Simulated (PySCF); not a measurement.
## How far are cheaper levels from CCSD(T)/CBS for SbH?

PySCF; the state is a triplet (π ↑↑). The composite is CCSD(T) extrapolated to the basis-set limit from two correlation-consistent sets, with core-valence (CV) and scalar-relativistic (SR) terms as its label shows; it has no spin–orbit coupling and nothing beyond (T). Here it is CCSD(T)/CBS(DT). It gives Re = 1.707 Å, ωe = 1931 cm⁻¹ and De = 2.62 eV to Sb + H.

```tsv
level	basis	relativity	Re (Å)	ωe (cm⁻¹)	De (eV)
UHF-CCSD	aug-cc-pVDZ-PP/aug-cc-pVDZ	scalar-relativistic core potentials	1.723	1898	2.35
UHF-CCSD	cc-pVTZ-PP/cc-pVTZ	scalar-relativistic core potentials	1.712	1955	2.52
UHF-CCSD	def2-TZVPPD	scalar-relativistic core potentials	1.704	1959	2.52
PBE	cc-pVTZ-PP/cc-pVTZ	scalar-relativistic core potentials	1.737	1855	2.63
PBE	x2c-TZVPPall	spin-free X2C	1.733	1861	2.67
r²SCAN	def2-SVP	scalar-relativistic core potentials	1.725	1918	2.60
r²SCAN	aug-cc-pVDZ-PP/aug-cc-pVDZ	scalar-relativistic core potentials	1.725	1912	2.60
r²SCAN	def2-TZVP	scalar-relativistic core potentials	1.716	1926	2.65
PBE0	x2c-TZVPPall	spin-free X2C	1.716	1939	2.60
M06	cc-pVTZ-PP/cc-pVTZ	scalar-relativistic core potentials	1.732	1914	2.84
```

Q: Give the difference of each row from the composite.

A: 

```json
{"level": "UHF-CCSD", "basis": "aug-cc-pVDZ-PP/aug-cc-pVDZ", "ΔRe (pm)": "+1.6", "Δωe (%)": "-1.7", "ΔDe (eV)": "-0.27"}
{"level": "UHF-CCSD", "basis": "cc-pVTZ-PP/cc-pVTZ", "ΔRe (pm)": "+0.5", "Δωe (%)": "+1.2", "ΔDe (eV)": "-0.10"}
{"level": "UHF-CCSD", "basis": "def2-TZVPPD", "ΔRe (pm)": "-0.3", "Δωe (%)": "+1.5", "ΔDe (eV)": "-0.10"}
{"level": "PBE", "basis": "cc-pVTZ-PP/cc-pVTZ", "ΔRe (pm)": "+3.0", "Δωe (%)": "-3.9", "ΔDe (eV)": "+0.01"}
{"level": "PBE", "basis": "x2c-TZVPPall", "ΔRe (pm)": "+2.6", "Δωe (%)": "-3.6", "ΔDe (eV)": "+0.05"}
{"level": "r²SCAN", "basis": "def2-SVP", "ΔRe (pm)": "+1.8", "Δωe (%)": "-0.7", "ΔDe (eV)": "-0.02"}
{"level": "r²SCAN", "basis": "aug-cc-pVDZ-PP/aug-cc-pVDZ", "ΔRe (pm)": "+1.8", "Δωe (%)": "-1.0", "ΔDe (eV)": "-0.02"}
{"level": "r²SCAN", "basis": "def2-TZVP", "ΔRe (pm)": "+0.9", "Δωe (%)": "-0.3", "ΔDe (eV)": "+0.03"}
{"level": "PBE0", "basis": "x2c-TZVPPall", "ΔRe (pm)": "+0.9", "Δωe (%)": "+0.4", "ΔDe (eV)": "-0.02"}
{"level": "M06", "basis": "cc-pVTZ-PP/cc-pVTZ", "ΔRe (pm)": "+2.5", "Δωe (%)": "-0.9", "ΔDe (eV)": "+0.22"}
```

Q: Which rows come closest in De?

A: PBE in cc-pVTZ-PP/cc-pVTZ (+0.01 eV); r²SCAN in def2-SVP (-0.02 eV); r²SCAN in aug-cc-pVDZ-PP/aug-cc-pVDZ (-0.02 eV); PBE0 in x2c-TZVPPall (-0.02 eV), counted from the composite.

Correlated steps freeze 4 core orbitals. Correlated levels converge slowly with the basis: in double zeta they bind strong bonds too weakly, by up to about 1 eV, and carry superposition errors of some tenths. These are scalar-relativistic numbers at best; spin–orbit coupling would shift them, the dissociation energy most. The state was picked by a PBE0 search and need not be the measured ground state.
